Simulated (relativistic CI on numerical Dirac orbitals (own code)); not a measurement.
**Ir XLIII: q coefficients and field-shift factors**

Calculated at this level of theory: Dirac-Coulomb-Breit CI, separate exchange-only KLI orbitals for each configuration, derivatives by finite differences, unscaled Slater integrals, QED left out (own radial code, finite nucleus).

CI space (outside the closed core [Ar] 3d10): 4s2 4p5, 4s 4p6, 4s2 4p4 4d, 4s 4p5 4d, 4s2 4p4 4f, 4s 4p5 4f. Double excitations out of closed p, d and f shells are left out; levels of such configurations are missing from the list, as are those of other unlisted configurations, and high levels can miss mixing partners.

With x = (α/α₀)² − 1 an excitation energy changes as ω = ω₀ + qx; K = 2q/ω₀ is the relative enhancement. Terms are leading LS components, so labels can repeat. The field-shift factor is F = δν/δ⟨r²⟩ for the transition from the lowest level.

Lowest level 4s2 4p5 2P°_3/2.

| Level | ω₀ (cm⁻¹) | q (cm⁻¹) | K | F (GHz/fm²) |
| --- | --- | --- | --- | --- |
| 4s2 4p5 2P°_1/2 | 928172 | 1.147e+06 | 2.47 | -202 |
| 4s2 4p4 4d 4D_3/2 | 1304420 | 58720 | 0.09 | 18.1 |
| 4s2 4p4 4d 4D_5/2 | 1325277 | 70930 | 0.107 | 17.6 |
| 4s2 4p4 4d 4P_1/2 | 1328954 | 81330 | 0.122 | -29.6 |
| 4s2 4p4 4d 2F_7/2 | 1345996 | 60210 | 0.0895 | 17 |
| 4s2 4p4 4d 2D_3/2 | 1420698 | 68600 | 0.0966 | 18.2 |
| 4s2 4p4 4d 2F_7/2 | 1505694 | 258600 | 0.343 | 22.6 |
| 4s2 4p4 4d 4F_9/2 | 1513521 | 256900 | 0.34 | 22.3 |
| 4s2 4p4 4d 2P_1/2 | 1528772 | 361700 | 0.473 | -255 |
| 4s2 4p4 4d 2D_5/2 | 1632575 | 262900 | 0.322 | 24.9 |
| 4s2 4p4 4d 2D_3/2 | 1679119 | 285600 | 0.34 | 19.1 |
| 4s2 4p4 4d 2D_5/2 | 1707101 | 296900 | 0.348 | 14.2 |
| 4s 4p6 2S_1/2 | 1898735 | 1.191e+06 | 1.25 | -2190 |
| 4s2 4p4 4d 4D_1/2 | 2187270 | 1.207e+06 | 1.1 | -189 |
| 4s2 4p4 4d 4D_3/2 | 2230707 | 1.21e+06 | 1.08 | -181 |
| 4s2 4p4 4d 4F_5/2 | 2266571 | 1.2e+06 | 1.06 | -181 |
| 4s2 4p4 4d 2G_7/2 | 2274790 | 1.203e+06 | 1.06 | -183 |
| 4s2 4p4 4d 4D_7/2 | 2409481 | 1.404e+06 | 1.17 | -176 |
| 4s2 4p4 4d 2P_3/2 | 2434706 | 1.254e+06 | 1.03 | -172 |
| 4s2 4p4 4d 2D_5/2 | 2441958 | 1.175e+06 | 0.962 | -170 |
| 4s2 4p4 4d 2S_1/2 | 2452652 | 1.208e+06 | 0.985 | -472 |
| 4s2 4p4 4d 2P_3/2 | 2455105 | 1.345e+06 | 1.1 | -173 |
| 4s2 4p4 4d 2G_9/2 | 2464600 | 1.406e+06 | 1.14 | -177 |

At this charge energies of transitions that change n are usually good to better than 1 %, and those within a shell (Δn = 0) to a few per cent.
